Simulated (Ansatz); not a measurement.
Job for Ansatz (an electronic-structure program): U-CCSD(T)/cc-pVTZ on BFH2Se (SMILES FB[SeH]), a point of a bond scan (R = 2.649 Å). The run froze 16 orbitals, filled d shells among them.

Ansatz 0.2 input:
```yaml
crystal:
  periodic: [false, false, false]
  atoms:
    - {symbol: B, position_ang: [-0.50635411, -0.90180536, 0.69980998]}
    - {symbol: F, position_ang: [1.38552921, -2.30129434, 1.91617622]}
    - {symbol: H, position_ang: [-1.64886171, -1.18176115, 0.86909359]}
    - {symbol: Se, position_ang: [0.04580074, 0.56405598, -0.45090094]}
    - {symbol: H, position_ang: [-1.33288088, 0.92683336, -0.80944951]}
basis:
  gaussian:
    orbitals: cc-pVTZ
correlation: {method: ccsd_t, electrons: outside_noble_gas}
scf: {omitted_lower_state_checks: [cluster_reference]}
magnetization: {spin_polarized: true, initial_magnetization: 0}
```

It printed:

```
WARN ansatz: RAYON_NUM_THREADS=1 ignored (pool sized by the plan → 1); use --threads N
Functional definition: HF
these checks for a lower state are left out or cut short: cluster_reference
integrals: 0.38 GiB planned
794 factors; integrals over basis functions are off by at most 1.2e-3 eV
mean field: 0.48 GiB planned
mean field evaluation 1: about -68705.4793 eV, gradient 3.1e1 eV
mean field evaluation 2: about -68705.4808 eV, gradient 3.1e1 eV
mean field evaluation 4: about -68710.0582 eV, gradient 3.0e0 eV
mean field evaluation 8: about -68710.1758 eV, gradient 1.4e-1 eV
mean field evaluation 16: about -68711.5384 eV, gradient 1.8e0 eV
mean field evaluation 32: about -68710.1610 eV, gradient 1.2e0 eV
mean field evaluation 64: about -68711.0892 eV, gradient 5.8e-1 eV
mean field evaluation 96: about -68711.5712 eV, gradient 9.7e-2 eV
mean field evaluation 128: about -68711.3966 eV, gradient 3.1e0 eV
mean field evaluation 160: about -68710.1762 eV, gradient 5.5e-3 eV
mean field -68711.57416792 eV, -2525.1037762933 hartree, gradient 2.5e-6 eV, S^2 0.903825; 15 other end points of the search recorded, 0 dependent functions left out
16 core orbitals not correlated
reference -68711.57416792 eV, -2525.1037762933 hartree; 9, 9 occupied and 106, 106 virtual orbitals, 794 factors
second order -12.05270431 eV of doubles, -0.00000000 eV of singles
coupled cluster: 0.84 GiB planned
cycle   1  -12.78287261 eV  change   -7.3e-1 eV  update   1.0e-1
cycle   2  -13.18642066 eV  change   -4.0e-1 eV  update   4.3e-2
cycle   3  -13.28214432 eV  change   -9.6e-2 eV  update   4.5e-2
cycle   4  -13.38636262 eV  change   -1.0e-1 eV  update   3.6e-2
cycle   5  -13.46810738 eV  change   -8.2e-2 eV  update   2.4e-2
cycle   6  -13.53134084 eV  change   -6.3e-2 eV  update   1.3e-2
cycle   7  -13.55826100 eV  change   -2.7e-2 eV  update   8.0e-3
cycle   8  -13.58432152 eV  change   -2.6e-2 eV  update   5.6e-3
cycle   9  -13.59488643 eV  change   -1.1e-2 eV  update   3.7e-3
cycle  10  -13.60181538 eV  change   -6.9e-3 eV  update   2.0e-3
cycle  11  -13.60566771 eV  change   -3.9e-3 eV  update   8.9e-4
cycle  12  -13.60692923 eV  change   -1.3e-3 eV  update   4.3e-4
cycle  13  -13.60642155 eV  change    5.1e-4 eV  update   2.2e-4
cycle  14  -13.60657354 eV  change   -1.5e-4 eV  update   1.2e-4
cycle  15  -13.60640683 eV  change    1.7e-4 eV  update   8.2e-5
cycle  16  -13.60639472 eV  change    1.2e-5 eV  update   5.5e-5
cycle  17  -13.60641694 eV  change   -2.2e-5 eV  update   3.7e-5
cycle  18  -13.60642791 eV  change   -1.1e-5 eV  update   2.8e-5
cycle  19  -13.60645513 eV  change   -2.7e-5 eV  update   2.5e-5
cycle  20  -13.60645570 eV  change   -5.7e-7 eV  update   2.0e-5
coupled cluster: 0.84 GiB planned
perturbative correction -0.57814102 eV, -0.0212462906 hartree
Total energy: -68725.75876463 eV, -2525.6250506079 hartree
Checks for a lower state left out: cluster_reference
```

Self-consistency was reached. Its determinant has ⟨S²⟩ = 0.90, a mixture of spin states.

Cost: very roughly 50 core-seconds.
